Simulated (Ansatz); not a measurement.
Ansatz results at the PBE0-D4/def2-TZVP geometry: HOMO–LUMO gap (PBE0/def2-TZVPP) 7.47 eV; HOMO energy (PBE/def2-TZVPP) -5.94 eV; HOMO–LUMO gap (ωB97M-V/def2-TZVPP) 11.31 eV.

Each molecule was computed in one conformer, which needn't be the lowest.

Q: Which molecule gave them?
A. `N[SiH2]S`
B. `C1=N[SiH2][Te]1`
C. `[F][GeH2][CH2][SiH3]`
D. `[BH2][InH][O][ZnH]`

A: A. The others give `[BH2][InH][O][ZnH]`: 4.69, -5.93, 8.75; `[F][GeH2][CH2][SiH3]`: 8.92, -7.52, 12.81; `C1=N[SiH2][Te]1`: 4.90, -5.56, 8.74.
